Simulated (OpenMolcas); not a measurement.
## 4d2 along the 38-electron sequence

- Program: OpenMolcas
- Method: CASSCF
- Basis: ANO-R2
- Scalar Hamiltonian: X2C, finite nucleus
- Spin-orbit coupling: state interaction with AMFI integrals over the reference wave functions, term energies averaged over their components

Active space for each ion: 2 electrons in 5 orbitals (4d).

Computed levels in cm-1 above 3F2:

```json
{"Level": "3F3", "Mo4+": "1525", "Tc5+": "2027", "Ru6+": "2665", "Rh7+": "3416"}
{"Level": "3F4", "Mo4+": "3304", "Tc5+": "4343", "Ru6+": "5639", "Rh7+": "7133"}
{"Level": "1D2", "Mo4+": "12702", "Tc5+": "14377", "Ru6+": "16075", "Rh7+": "17799"}
{"Level": "3P0", "Mo4+": "13780", "Tc5+": "15404", "Ru6+": "17004", "Rh7+": "18578"}
{"Level": "3P1", "Mo4+": "14397", "Tc5+": "16247", "Ru6+": "18149", "Rh7+": "20093"}
{"Level": "3P2", "Mo4+": "15969", "Tc5+": "18404", "Ru6+": "21054", "Rh7+": "23878"}
{"Level": "1G4", "Mo4+": "19216", "Tc5+": "21784", "Ru6+": "24407", "Rh7+": "27086"}
{"Level": "1S0", "Mo4+": "45022", "Tc5+": "50604", "Ru6+": "56033", "Rh7+": "61387"}
{"Level": "weight of 3F in the lowest level (%)", "Mo4+": "99", "Tc5+": "98", "Ru6+": "98", "Rh7+": "97"}
```

Mixed levels, with the weight of the term that names them: Tc5+ 1D2 (75 %), Ru6+ 1D2 (71 %), Ru6+ 3P2 (73 %), Rh7+ 1D2 (68 %), Rh7+ 3P2 (70 %).

Measured, with the error of the calculation in %. Measured levels: Mo4+ from Sugar and Musgrove, J. Phys. Chem. Ref. Data 17, 155 (1988).

| Level | Mo4+ |
| --- | --- |
| 3F3 | 1578 (-3.4) |
| 3F4 | 3357 (-1.6) |
| 1D2 | 10190 (+24.6) |
| 3P0 | 11161 (+23.5) |
| 3P1 | 11807 (+21.9) |
| 3P2 | 13408 (+19.1) |
| 1G4 | 16354 (+17.5) |
| 1S0 | 37738 (+19.3) |

The fine-structure level 3F4 changes by a factor of 2.16 from Mo4+ to Rh7+. Its fourth root runs 7.58, 8.12, 8.67, 9.19, with steps per unit of Z of 0.54, 0.55, 0.52; equal steps would mean a (Z - σ)^4 law with constant σ.

1D2 changes by a factor of 1.4 over the same range, with steps per unit of Z of +1680, +1700, +1720 cm-1.

Without dynamic correlation excited terms often stand tens of per cent too high (terms of higher spin than the ground term too low), and those without a measured partner can miss by more than the paired ones. Measured partners are found by configuration, term and J. A level has none where our copy of the source lacks it or the pairing is in doubt (some pairs that miss far off the trend of their configuration count as doubtful), and it then counts in no deviation. Levels of configurations outside the active space are missing.
